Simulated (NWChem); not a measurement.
## Lowest excitation of silicon monosulfide (SSi)

```
Si
S 1 1.9396
```
Charge 0, spin multiplicity 1.

Program: NWChem. All single points use one geometry, from PBE0/def2-SVP, a minimum by its harmonic frequencies.

Basis set: aug-cc-pVDZ.

```
method    lowest vertical singlet excitation energy (eV)  relative cost  difference from EOM-CCSD
--------  ----------------------------------------------  -------------  ------------------------
EOM-CCSD                                            4.39              1                      0.00
TD-PBE0                                             4.12              3                     -0.27
TD-PBE                                              4.07              4                     -0.33
CIS                                                 4.43              4                     +0.03
TD-B3LYP                                            4.05              5                     -0.35
```

The values span 0.38 eV, from TD-B3LYP (lowest) to CIS (highest). The cost column gives rough processor time relative to EOM-CCSD; each entry includes its own SCF.

The correlated methods keep 10 core orbitals frozen. B3LYP has NWChem's definition, with VWN1-RPA local correlation. No row is a measurement; the coupled-cluster row has its own basis-set and correlation limits.
